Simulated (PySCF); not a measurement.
## Zirconium: a sound run and one with changed settings

Sound run: Zr [Kr] 4d2 5s2, Zr⁺ [Kr] 4d2 5s1. All numbers are calculated (PySCF 2.14, scalar relativity through the core potential, in aug-cc-pVDZ-PP with ECP28MDF (5s5p4d2f, 54 functions)). The sound run starts from symmetry-adapted Hartree-Fock orbitals and uses a fine grid where one is needed.

Changed run: basis STO-3G, all-electron and non-relativistic. This setting is unsound on purpose.

| species | method | sound run (hartree) | changed run (hartree) | converged |
| --- | --- | --- | --- | --- |
| Zr | UHF | -46.30215 | -3503.03532 | yes |
| Zr | PBE | -46.75280 | -3504.12412 | yes |
| Zr | M06-L | -46.75262 | -3504.65377 | yes |
| Zr⁺ | UHF | -46.11037 | -3502.95330 | yes |
| Zr⁺ | PBE | -46.51534 | -3503.97483 | yes |
| Zr⁺ | M06-L | -46.50242 | -3504.49245 | yes |

Ionisation energy of Zr:

```tsv
method	sound run (eV)	changed run (eV)
UHF	5.219	2.232
PBE	6.462	4.062
M06-L	6.808	4.390
```

A minimal basis cannot let orbitals breathe on ionisation and holds almost no correlation. The Hamiltonian changed with the basis, so the totals do not compare.

For comparison, NIST gives 6.634 eV between the lowest levels.
